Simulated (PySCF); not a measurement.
A calculated (M06-L, PySCF 2.14, x2c-TZVPall, scalar relativity by spin-free X2C-1e) atom or ion has these occupied shells.

| shell | electrons | orbital energy (eV) | rms radius, mean of both spins (bohr) |
| --- | --- | --- | --- |
| 1s α | 1 | -5901.8 | 0.0734 |
| 1s β | 1 | -5901.8 | 0.0734 |
| 2s α | 1 | -682.40 | 0.317 |
| 2s β | 1 | -680.12 | 0.317 |
| 2p α | 3 | -571.91 | 0.288 |
| 2p β | 3 | -570.22 | 0.288 |
| 3s α | 1 | -85.302 | 0.971 |
| 3s β | 1 | -79.054 | 0.971 |
| 3p α | 3 | -55.156 | 1.06 |
| 3p β | 3 | -49.060 | 1.06 |
| 3d α | 5 | -10.297 | 1.55 |

Q: Name the element and its charge.

A: Cr⁺ (chromium, charge +1), in [Ar] 3d5, high-spin 6S determinant.
